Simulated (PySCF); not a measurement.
A small calculation by hand: oscillator strength and radiative lifetime

Sn(OH)(NH2) (H3NOSn), SMILES [NH2][Sn][OH] (connectivity only; charge and spin as stated), neutral, multiplicity 1.

Geometry optimised at B3LYP-D3(BJ)/def2-TZVP. The def2 effective core potentials stand for the cores of Sn; spin–orbit coupling is left out. One conformer was computed; it need not be the lowest.

TDA-B3LYP/def2-SVPD run with PySCF puts the first singlet state with f over 0.02 at 4.92 eV (vertical), with the transition dipole (-0.320, -0.588, 0.000) in atomic units.

Find the oscillator strength, the wavelength and the radiative lifetime that this transition would have in vacuum if emission retraced absorption.


|μ|² = 0.4481 au, so |μ| = 1.70 D. ΔE = 4.92/27.211 = 0.1808 hartree. f = (2/3) ΔE |μ|² = 0.054 (the program prints 0.054).
λ = 1239.84/4.92 = 252 nm; ν = 39682 cm⁻¹.
Einstein's coefficient A = 0.6670 ν² f s⁻¹ (ν in cm⁻¹) = 5.7e7 s⁻¹, so τ = 1/A = 18 ns. This state is S1. The figure is the radiative limit of this one transition; relaxation, internal conversion, crossing to triplets and a medium change what is measured.
